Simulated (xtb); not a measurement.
C2H3BF2, SMILES C=CB(F)F. All values are semi-empirical tight-binding results from xtb (GFN2-xTB unless named), good for trends rather than for accurate numbers. Geometry optimised at GFN2-xTB. One conformer was computed; it need not be the lowest.

Optimised geometry:

Bonds (Å): B1–F2 1.320, B1–F3 1.320, B1–C4 1.550, C4–C5 1.332, C4–H6 1.083, C5–H7 1.078, C5–H8 1.078. Angles (°): F2–B1–F3 113.9, F2–B1–C4 123.0, F3–B1–C4 123.1, B1–C4–C5 123.3, B1–C4–H6 117.9, C5–C4–H6 118.8, C4–C5–H7 122.4, C4–C5–H8 121.1, H7–C5–H8 116.5.
Charge 0, spin multiplicity 1.

Computed properties:
The point group as xtb finds it is Cs and the orbital gap comes out as 4.21 eV. The dipole moment is 2.45 D and the zero-point energy comes out as 31.5 kcal/mol. The G − E(el) at 298.15 K (modified RRHO) is 13.4 kcal/mol and the static polarisability (D4 model) is 41.7 bohr³. The solvation energy, GFN2-xTB/ALPB(water) comes out as -2.0 kcal/mol and the solvation energy, GFN2-xTB/ALPB(chcl3) is -3.7 kcal/mol.

Computed IR lines (harmonic; lines under 4 % of the strongest left out, lines within 3 cm⁻¹ merged):
ν (cm⁻¹): 392 (w), 645 (m), 1011 (w), 1036 (w), 1236 (s), 1282 (vs), 1310 (s), 1406 (w), 1651 (m), 3061 (w), 3120 (w) (against the strongest line: vs over 80 %, s over 45 %, m over 15 %, w over 4 %, vw less)

Computed atomic charges and the Wiberg bond orders between heavy atoms:
charges (e) B1 0.51, F2 -0.26, F3 -0.26, C4 -0.12, C5 -0.06, H6 0.06, H7 0.06, H8 0.06. Bond orders B1–F2 1.07, B1–F3 1.07, B1–C4 1.04, C4–C5 1.93.
